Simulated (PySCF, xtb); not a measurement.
2-fluorocyclopent-2-en-1-one (C5H5FO), SMILES O=C1CCC=C1F. Other conformers were not sampled.

Harmonic wavenumbers (cm⁻¹) from GFN2-xTB (xtb 6.7.1) at its own minimum, in rising order: 86, 227, 275, 349, 491, 573, 586, 677, 788, 792, 825, 973, 982, 1034, 1096, 1098, 1160, 1185, 1250, 1269, 1291, 1424, 1457, 1667, 1786, 2959, 2985, 2997, 3012, 3132.

What does PBE0-D3(BJ)/def2-SVP (PySCF 2.14.0) give at its own minimum? (The exact figures need the calculation; the answer reports its results.)

85, 234, 290, 373, 516, 611, 617, 702, 791, 796, 892, 947, 1005, 1038, 1122, 1148, 1216, 1233, 1296, 1332, 1396, 1418, 1456, 1759, 1888, 3065, 3097, 3107, 3152, 3242. Paired by order, the mean absolute difference is 49 cm⁻¹ and the zero-point energies are 54.9 and 56.9 kcal/mol.
